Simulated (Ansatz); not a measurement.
System: sum formula H$_{3}$BNO, net charge 0, doublet state. It need not be the lowest isomer of its formula. 
Structure (B3LYP-D3(BJ)/def2-TZVP (Ansatz, a first-principles code) minimum search):
```xyz
6

N     -1.1987    -0.0602    -0.0307
B      0.0683     0.2387     0.4729
O      1.2733     0.0016    -0.0924
H     -2.0408     0.1587     0.4711
H     -1.3644    -0.5115    -0.9221
H      1.2688    -0.4316    -0.9596
```
Charge 0, spin multiplicity 2.

Wanted: atomisation energy (electronic, to ground-state atoms), in eV. Cores are frozen in the correlated levels unless marked. UHF or UKS for open shells. No spin-orbit coupling. Non-relativistic. The coupled-cluster limit lacks core correlation, which all-electron functionals hold. Basis-set limits of correlation are two-point, X^-3; Hartree-Fock from the larger set (for Q and 5 zeta extrapolated as (X+1)exp(-9√X)).

```
level                                program  atomisation energy (eV)
----------------------------  --------------  -----------------------
SVWN5/def2-TZVPD                      Ansatz                        …
BLYP-D4/def2-TZVPD            Ansatz + dftd4                    23.42
revPBE-D4/def2-TZVPD          Ansatz + dftd4                    23.14
PBE0/6-31G*                           Ansatz                    22.66
PBE0-D4/def2-TZVPD            Ansatz + dftd4                        …
BHLYP-D4/def2-TZVPD           Ansatz + dftd4                    22.27
HSE06-D3(BJ)/def2-TZVPD       Ansatz + dftd3                        …
CCSD/cc-pV5Z                          Ansatz                    22.44
CCSD(T)/CBS(cc-pVQZ,cc-pV5Z)          Ansatz                        …
```

### Question
Some entries are withheld; supply them.

### Answer

- SVWN5/def2-TZVPD, atomisation energy (eV): 26.97
- PBE0-D4/def2-TZVPD, atomisation energy (eV): 23.19
- HSE06-D3(BJ)/def2-TZVPD, atomisation energy (eV): 23.21
- CCSD(T)/CBS(cc-pVQZ,cc-pV5Z), atomisation energy (eV): 22.99
